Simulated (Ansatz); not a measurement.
C₆H₅F₃Hf, SMILES `[F][Hf]([F])([F])[c]1ccccc1`, relaxed with RKS PBE0-D4/def2-TZVP in Ansatz 0.2.0 from a GFN2-xTB geometry. The force threshold is 0.005 eV/Å; the program also tests the step.

Total charge 0; spin multiplicity 1. Hf: def2 effective core potential.

Start:

```xyz
15

F    -3.207    0.319   -2.376
Hf   -2.363    0.880   -0.822
F    -2.149    2.727   -0.840
F    -3.462    0.570    0.646
C    -0.444    0.035   -0.350
C     0.023    0.573    0.872
C     1.242    0.202    1.421
C     2.042   -0.722    0.768
C     1.619   -1.270   -0.430
C     0.399   -0.899   -0.978
H    -0.597    1.306    1.404
H     1.570    0.631    2.356
H     2.991   -1.013    1.192
H     2.241   -1.991   -0.942
H     0.094   -1.347   -1.921
```

(1) How much energy does the relaxation release, and in how many steps? (An estimate is asked.)

(2) Which bonds change most? (Best estimate.)

(3) Give the relaxed structure. (An estimate is asked.)

## Answers

(1) The calculation gave: 0.20 eV, in 9 steps.

(2) Ansatz gave: Hf2–C5 from 2.149 to 2.197 Å; F1–Hf2 from 1.856 to 1.903 Å; Hf2–F3 from 1.859 to 1.902 Å; Hf2–F4 from 1.860 to 1.902 Å.

(3) The calculation gave: 
```xyz
15

F    -2.757   -0.022   -2.488
Hf   -2.411    0.888   -0.853
F    -2.267    2.772   -1.077
F    -3.675    0.470    0.506
C    -0.455    0.165   -0.165
C     0.106    0.629    1.032
C     1.341    0.178    1.473
C     2.044   -0.753    0.722
C     1.512   -1.230   -0.466
C     0.276   -0.775   -0.903
H    -0.421    1.359    1.642
H     1.756    0.552    2.403
H     3.010   -1.108    1.065
H     2.061   -1.958   -1.054
H    -0.119   -1.165   -1.837
```
